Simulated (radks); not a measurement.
The numbers below are computed, except where a source is named.
Q: The mean radii <r> (bohr) of the occupied orbitals of an atom or ion are listed with their occupations. Code: a radial shooting solver on a logarithmic mesh with Libxc functionals. Model: scalar-relativistic Kohn-Sham, r2SCAN, spin-polarised, spherical densities, finite nucleus; meta-GGA in the generalised Kohn-Sham scheme; Fermi nuclear charge, rms radius of each element as measured or else 0.836 A^(1/3) + 0.57 fm.

orbital  occ.      <r>
1s up       1  0.04551
1s down     1  0.04550
2s up       1   0.2025
2s down     1   0.2025
2p up       3   0.1772
2p down     3   0.1772
3s up       1   0.5971
3s down     1   0.5973
3p up       3   0.6165
3p down     3   0.6164
3d up       5   0.6784
3d down     5   0.6742
4s up       1    1.891
4s down     1    1.871
4p up       2    2.278

Name the element and its charge. Open shells, if any, are filled with parallel spins first.

A: Z = 33, arsenic, charge +1: As+ in [Ar] 3d10 4s2 4p2. The 1s radius gives Z: for a bare nucleus <r> = (2 gamma + 1)/(2Z) with gamma = sqrt(1 - (Z/c)^2), 0.04456 bohr for Z = 33, and screening makes it slightly larger (0.04551 here). The occupations add up to 32, and the charge is Z minus that.
